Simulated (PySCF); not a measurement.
Simulated C 1s region for `O=C1CC=C[SiH2]1`, binding energy against the vacuum level.

Every computed line was given a Gaussian of 0.7 eV full width at half maximum and an area set by the number of equivalent atoms; the highest printed point is 100. Level of theory: delta-SCF UKS SCAN, pcX-2 on the ionised atom, pcseg-1 elsewhere, spin-free X2C in PySCF.

(binding energy (eV), intensity): (289.0, 0), (289.1, 0), (289.2, 1), (289.3, 2), (289.4, 5), (289.5, 10), (289.6, 17), (289.7, 26), (289.8, 37), (289.9, 46), (290.0, 51), (290.1, 52), (290.2, 50), (290.3, 48), (290.4, 49), (290.5, 56), (290.6, 68), (290.7, 83), (290.8, 95), (290.9, 100), (291.0, 95), (291.1, 81), (291.2, 62), (291.3, 42), (291.4, 26), (291.5, 14), (291.6, 7), (291.7, 3), (291.8, 1), (291.9, 1), (292.0, 1), (292.1, 2), (292.2, 4), (292.3, 8), (292.4, 15), (292.5, 24), (292.6, 34), (292.7, 43), (292.8, 49), (292.9, 50), (293.0, 45), (293.1, 37), (293.2, 27), (293.3, 17), (293.4, 10), (293.5, 5), (293.6, 2), (293.7, 1), (293.8, 0), (293.9, 0)

Task: How many maxima does the curve show, and how many computed lines lie under it?

Result: The curve has 3 maxima (at 290.1, 290.9 and 292.9 eV). Under it lie 4 lines from 4 inequivalent carbon sites. At this width some lines have no maximum of their own.

Task: Decompose the envelope and assign each component. Numbering: `[O:1]=[C:2]1[CH2:3][CH:4]=[CH:5][SiH2:6]1`.

Result: 
| position (eV) | relative area | line | atoms | environment |
| --- | --- | --- | --- | --- |
| 290.04 | 1 | C 1s | C5 | alkene CH carbon |
| 290.85 | 1 | C 1s | C4 | alkene CH carbon |
| 290.96 | 1 | C 1s | C3 | sp3 carbon next to a carbonyl |
| 292.86 | 1 | C 1s | C2 | carbonyl carbon |

Lowest listed C 1s: C5, bonded to C (double bond), H and Si. Highest, 2.82 eV above it: C2, bonded to O (double bond), C and Si. Summing the Pauling electronegativity differences to the bonded atoms, each weighted by its formal bond order, gives -1.00 for the lowest site and +1.13 for the highest; no listed site has a larger sum than the highest.

No satellites, vibrations or lifetime broadening are included. The unrestricted hole states depart most from a pure doublet (⟨S²⟩ = 0.75; over 0.85 named) for C 1s of C2 (0.87), which makes this value less certain. Geometry: GFN2-xTB; no solvent, vibrations or thermal averaging.

Hardware: Arm Neoverse N1, one thread (shared host). Cost: 2.5 min, 0.64 GiB resident at most.
